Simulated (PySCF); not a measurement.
## How methods differ on the ionisation energy of C⁺

C⁺ [He] 2s2 2p1 (2P) → C²⁺ [He] 2s2 (1S), as a difference of total energies. All numbers are calculated (PySCF 2.14, the non-relativistic Hamiltonian (point nucleus), in aug-cc-pVTZ with one added diffuse shell each of s, p, d, f type (6s5p4d3f, 62 functions)). Correlated levels: valence: 1s2 frozen. The calculations carry no spin-orbit coupling.

```csv
method,ionisation energy (eV)
UHF,24.151
MP2 (valence),24.365
SCS-MP2 (valence),24.326
CCSD (valence),24.199
CCSD(T) (valence),24.231
```

Errors of the correlated levels include the incompleteness of this basis and the frozen core.

The coupled-cluster amplitudes are large for C²⁺ (T1 above 0.03 or a double amplitude above 0.15), so a single reference is strained.

Problem. Which method comes closest to the reference value, and which is furthest?

Solution. The reference is 24.378 eV (measured; NIST levels, between the centres of gravity of the two terms). Closest: MP2 (valence) (error -0.013 eV); furthest: UHF (error -0.227 eV).
